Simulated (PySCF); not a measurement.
All values: UKS B3LYP (pcH-1 on C H N O Si) in PySCF, non-relativistic with spin–orbit coupling as a perturbation, on GFN2-xTB geometries; isolated species, one conformer each; SCF stability not tested. Couplings are averaged over nuclei equivalent by connectivity (but not across a short bond from an atom whose three angles sum to over 350°); widths count isotopes of over 50 % abundance and splittings of 0.05 mT or more. A GFN2-xTB geometry isn't a minimum of the functional, and hyperfine couplings can be far from their values at a DFT geometry, by a factor of two or more for some ions and for spin on atoms past the first row.

Problem. Order by excess of ⟨S²⟩ over the exact value, smallest first.
A. `N#C[C]1OC[C@@H]1C#N` [radical]
B. `[SiH3][C]1C=C[SiH2]1` [radical]
C. `[C@H]1(C=[C][SiH2]1)[SiH3]` [radical]
D. `N#C[C]1CO[C@H]1C#N` [radical]
E. `[SiH3][C@H]1C=C[SiH]1` [radical]

Solution. E (0.004), C (0.008), A (0.012), D (0.015), B (0.023).

Problem. Order by total first-order width of the isotropic spectrum (main isotopes), smallest first.
A. `N#C[C]1OC[C@@H]1C#N` [radical]
B. `N#C[C]1CO[C@H]1C#N` [radical]
C. `[C@H]1(C=[C][SiH2]1)[SiH3]` [radical]
D. `[SiH3][C]1C=C[SiH2]1` [radical]
E. `[SiH3][C@H]1C=C[SiH]1` [radical]

Solution. C (1.8 mT), A (3.4 mT), E (4.6 mT), D (5.1 mT), B (10.4 mT).

Behind the orders:

| species | state | largest spin population on | population | g1 | g2 | g3 | ⟨S²⟩ |
| --- | --- | --- | --- | --- | --- | --- | --- |
| N#C[C]1OC[C@@H]1C#N | doublet | carbon bonded to 2 C and O | 0.65 | 2.0021 | 2.0038 | 2.0047 | 0.762 |
| [SiH3][C@@H]1C=[C][SiH2]1 | doublet | carbon bonded to C and Si | 0.91 | 2.0012 | 2.0022 | 2.0044 | 0.758 |
| [SiH3][C@H]1C=C[SiH]1 | doublet | silicon bonded to 2 C and H | 0.86 | 2.0023 | 2.0025 | 2.0041 | 0.754 |
| N#C[C]1CO[C@H]1C#N | doublet | carbon bonded to 3 C | 0.80 | 2.0022 | 2.0032 | 2.0036 | 0.765 |
| [SiH3][C]1C=C[SiH2]1 | doublet | carbon bonded to C and 2 Si | 0.67 | 2.0021 | 2.0028 | 2.0031 | 0.773 |

Means can hide wide spreads in the frozen geometry: [SiH3][C]1C=C[SiH2]1, 3 × 1H from -1 to 46 MHz (mean 30); [SiH3][C@H]1C=C[SiH]1, 3 × 1H from 0 to 12 MHz (mean 6).
